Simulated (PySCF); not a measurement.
NMR data sheet: Methyltrichlorosilane

```
Formula                 : CH3Cl3Si
SMILES                  : C[Si](Cl)(Cl)Cl
Degrees of unsaturation : 0
Carbon signals          : 1
Proton signals          : 1
```

Mapped SMILES: `[CH3:1][Si:2]([Cl:3])([Cl:4])[Cl:5]`. Hydrogens are named by the atom that carries them.

- NMR shieldings at B97-2/pcSseg-2/GIAO
- PBE0-D3(BJ)/def2-TZVP structure
- run in PySCF 2.14
- averaged over atoms made equivalent by symmetry, fast rotation or ring inversion, single conformer, in vacuum, no relativistic terms

Shifts are taken against calculated references (same method and geometry level): TMS for 1H (σref 31.64), 13C (σref 185.38), 29Si (σref 348.46).

| carbon | δC, type | δH (multiplicity) | HMBC from (2–3 bonds) | span of the C tensor (ppm) |
| --- | --- | --- | --- | --- |
| C1 | 11.1, CH3 | 0.84 (s) | – | 23 |

Other nuclei:
```csv
atoms,nucleus,environment,δ (ppm),σ (ppm)
Si2,29Si,"silicon bonded to C, 3 Cl",28.9,319.5
```

δC 11.1: methyl carbon bonded to Si; an electropositive neighbour leaves it electron-rich and shielded. δH 0.84: hydrogen on a methyl carbon bonded to Si; an electropositive neighbour shields it, as in TMS itself.

Shifts are as computed. Against solution values, carbons near 30 ppm lie about +3 ppm off and those near 130 ppm about +7 ppm. Of 1211 compounds with measured shifts, 218 miss one by over three times the rms of a fit or turn the order of signals round; such compounds aren't used in these exercises.
